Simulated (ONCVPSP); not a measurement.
**What one change does to a pseudopotential (Cr, ONCV)**

```json
{"Element": "chromium", "Generator": "ONCVPSP 4.0.1", "Type": "optimised norm-conserving Vanderbilt (ONCV)", "Functional": "PBEsol", "Relativity": "scalar-relativistic", "Frozen core": "[Ne]", "Valence charge": "14", "Reference configuration": "3s2 3p6 3d5 4p1", "Partial waves": "3s: rc 0.95 bohr, ncon 3, nbas 7, qcut 5.4 1/bohr, 3 projectors, debl 1.7 Ha; 3p+4p: rc 1.55 bohr, ncon 4, nbas 8, qcut 8.8 1/bohr, 2 projectors; 3d: rc 1.50 bohr, ncon 4, nbas 8, qcut 10.7 1/bohr, 1 projector", "Local potential": "polynomial inside 0.80 bohr (lpopt 5, dvloc0 0 Ha)", "Core correction": "none"}
```

In the s channel the program set the typed energies aside and used -2.762, 0.250, 1.950 Ha.

Change: all radii scaled by about 1.09 (s 1.04, p 1.68, d 1.64 bohr); local potential polynomial inside 0.88 bohr (lpopt 5, dvloc0 0 Ha).

Cutoffs: the cutoffs (Ha) at which the residual kinetic energy of the hardest occupied pseudo-wave falls to 1 and 0.1 mHa per electron; they do not see the model core or the augmentation charge, which bear on the density cutoff. Errors are all-electron minus pseudo energies relative to the spin-unpolarised reference configuration.

Problem. What does the change do?

Solution. Both files keep a bound ghost (s); of the 4 tests that both files solve, the error grows in 3 and shrinks in 0 by more than 15 % and 0.3 meV (median size 0.9 → 1.3 meV). More of the atom is replaced by a form fitted at one configuration, so other configurations suffer.

```tsv
quantity	base	changed
bound ghosts	s	s
GHOST(+) flags under 300 eV	none	none
error for 3s2 3p6 3d5 4s1 4p0, meV [ΔE -3.14 eV]	+0.1	+0.6
error for 3s2 3p6 3d5 4p0, meV [ΔE 3.73 eV]	+0.1	+0.2
error for 3s2 3p6 3d4 4p0, meV [ΔE 19.74 eV]	-1.7	-2.1
error for 3s2 3p6 3d4 4s1 4p0, meV [ΔE 4.87 eV]	+4.6	+6.7
```

 A true bound ghost makes a file unfit for plane-wave use even where its test errors are small: the radial tests pick states by their node count and pass the ghost by.
